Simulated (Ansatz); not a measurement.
`CB(F)CO` + H₂ → `CBF` + CH₃OH at 298.15 K and 1 bar (hydrogenolysis of a B–C bond).

Gas-phase electronic energies from Ansatz, PBE0-D4/def2-TZVP geometries. CCSD(T)/CBS is the MP2 limit (def2-TZVPP, def2-QZVPP) plus CCSD(T) − MP2 in def2-TZVPP, frozen cores. This one scheme is used for every species. One conformer a species, not always the lowest.

| species | CCSD(T)/CBS energy (Eh) | H − E (kJ/mol) | S (J/(mol·K)) |
| --- | --- | --- | --- |
| `CB(F)CO` | -279.53710 | 243.6 | 336.4 |
| H₂ | -1.17544 | 35.1 | 130.4 |
| `CBF` | -165.10297 | 148.1 | 274.8 |
| CH₃OH | -115.61712 | 146.3 | 238.2 |

H − E and S are ideal-gas, rigid-rotor, harmonic terms from PBE0-D4/def2-TZVP, for one conformer and one mirror image of each species. For small species the MP2-based limit differs from directly extrapolated CCSD(T) by up to some mEh (0.8 for H₂); such offsets cancel only in part. 1 Eh = 2625.50 kJ/mol, R = 8.31446 J/(mol·K).

By hand: ΔE, ΔH, ΔS and ΔG.

ΔE = (-165.10297) + (-115.61712) − (-279.53710) − (-1.17544) = -0.00755 Eh = -19.8 kJ/mol. Δ(H − E) = 148.1 + 146.3 − 243.6 − 35.1 = 15.7, so ΔH = -4.1 kJ/mol. ΔS = 274.8 + 238.2 − 336.4 − 130.4 = 46.2 J/(mol·K). ΔG = -4.1 − 298.15 × (46.2)/1000 = -17.9 kJ/mol.

By hand: the equilibrium constant, and the temperature at which ΔG would vanish if ΔH and ΔS stayed fixed.

log₁₀ K = −ΔG/(RT ln 10) = 3.1. ΔH and −TΔS have one sign here, so there is no such temperature. One of them is within its doubt of zero, so this could turn.

TΔS isn't small against ΔH here. A doubt of 5 kJ/mol in ΔE shifts log₁₀ K by 0.9 here. Other conformers and mirror images would add mixing entropy, several J/(mol·K) or more a flexible species. Modes under 60 cm⁻¹, often nearly free rotors, make the harmonic entropy too high. These are equilibria of isolated gas molecules and say nothing of rates. Largest T1 diagnostic: 0.012 (customary marks: 0.02 for closed shells, 0.045 for open ones).
